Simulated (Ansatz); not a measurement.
```yaml
crystal:
  periodic: [false, false, false]
  atoms:
    - {symbol: Rb, position_ang: [0.232366, -4.651729, -4.518100]}
    - {symbol: Cl, position_ang: [-0.392759, -4.856457, -1.547056]}
    - {symbol: Rb, position_ang: [0.475203, -4.783150, 1.510128]}
    - {symbol: Cl, position_ang: [-0.371761, -4.611617, 4.442810]}
    - {symbol: Cl, position_ang: [0.120428, -1.609178, -4.567223]}
    - {symbol: Rb, position_ang: [-0.664442, -1.618302, -1.424225]}
    - {symbol: Cl, position_ang: [0.808050, -1.581876, 1.425821]}
    - {symbol: Rb, position_ang: [-0.058613, -1.569849, 4.542984]}
    - {symbol: Rb, position_ang: [0.067938, 1.568390, -4.542240]}
    - {symbol: Cl, position_ang: [-0.851806, 1.585109, -1.440047]}
    - {symbol: Rb, position_ang: [0.610561, 1.617712, 1.415863]}
    - {symbol: Cl, position_ang: [-0.104894, 1.608570, 4.575230]}
    - {symbol: Cl, position_ang: [0.419391, 4.605291, -4.427014]}
    - {symbol: Rb, position_ang: [-0.489436, 4.787488, -1.514328]}
    - {symbol: Cl, position_ang: [0.378670, 4.856746, 1.541379]}
    - {symbol: Rb, position_ang: [-0.178888, 4.652854, 4.526031]}
basis:
  gaussian: {orbitals: def2-TZVP, initial_orbitals: start.molden}
hamiltonian: {xc: pbe0, dispersion: d4}
scf: {omitted_lower_state_checks: [starts]}
output: {forces: true, orbitals: {seedname: orbitals}}
```

The file start.molden holds the orbitals of an earlier run on this structure, at another level or in another basis.

```sh
$ ansatz run in.yaml --threads 4 --pin off --events-out ev --progress --plain --max-ram 6963MiB
```

**Question.** Does this run fit into the memory that it is given?

**Answer.** No. It has 560 basis functions, and Ansatz plans for 10 GiB where 7 GiB are given.
